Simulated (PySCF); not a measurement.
# Frontier orbitals and the lowest excitations

Species: C₆H₁₀OS.
Cartesian coordinates in Å at the GFN2-xTB level; atoms count from 1:
```
atom  x, y, z in Å
C1     1.4230    1.3264   -0.4090
C2     1.4968    0.2056    0.5636
S3     2.8828   -0.1781    1.3239
C4     0.2687   -0.6186    0.7898
C5    -1.0214    0.2002    0.9915
C6    -1.7871    0.0399   -0.3385
O7    -0.8942   -0.5621   -1.2532
C8    -0.0643   -1.4065   -0.5029
H9     0.9674    2.1993    0.0620
H10    2.4191    1.6084   -0.7411
H11    0.8020    1.0503   -1.2611
H12    0.4536   -1.3041    1.6180
H13   -0.8016    1.2437    1.2046
H14   -1.5999   -0.1995    1.8223
H15   -2.6668   -0.6031   -0.1982
H16   -2.1094    0.9881   -0.7712
H17   -0.5899   -2.3339   -0.2347
H18    0.8124   -1.6495   -1.1041
```

Method: PySCF, TDDFT CAM-B3LYP/def2-SVPD, vertical, gas phase, core orbitals frozen in the response.

Kohn–Sham orbitals with the atoms that hold most of them (Löwdin shares over 4%, at most four atoms; ? is withheld):

```tsv
orbital	ε (eV)	atoms
LUMO+2	1.65	S3 18%, C1 10%, O7 9%, H15 9%
LUMO+1	1.02	S3 12%, C5 11%, C6 10%, C1 8%
LUMO	-0.80	?
HOMO	-7.61	?
HOMO-1	-8.92	O7 29%, S3 28%, C2 13%, C8 6%
HOMO-2	-9.74	O7 29%, S3 23%, C2 16%, C6 5%
HOMO-3	-11.10	O7 23%, S3 16%, C2 10%, C4 9%
```

(1) Give the leading atoms of the HOMO.

(2) Which atoms hold the LUMO, and with what shares?

(3) How does S1 compare with the orbital gap of 6.80 eV?

(4) Give energy, strength and leading configuration of S1 and S2, and follow the Löwdin shares of the leading atoms from the occupied to the empty orbital.

Results:

(1) S3 (bonded to C) 76%; C2 (bonded to 2 C and S) 11%; C4 (bonded to 3 C and H) 4%; C1 (bonded to C and 3 H) 4%. By element: sulfur 76%, carbon 20% or more.

(2) S3 (bonded to C) 41%; C2 (bonded to 2 C and S) 39%; C1 (bonded to C and 3 H) 5%. By element: carbon 44% or more, sulfur 41%.

(3) S1 is at 2.57 eV (f = 0.0000), 4.23 eV below the gap, made of HOMO→LUMO (99%). Without the coupling terms of the response equations the lowest excitation would equal the gap.

(4) 
- S1 (2.57 eV, f 0.0000), HOMO→LUMO (99%): S3 76% → 41%, C2 11% → 39%; low, almost dark, from the terminal sulfur into the C=S bond, the pattern of n→π*
- S2 (5.41 eV, f 0.273), HOMO-1→LUMO (95%): O7 29% → at most 4%, S3 28% → 41%, C2 13% → 39%

One conformer stands for the species.
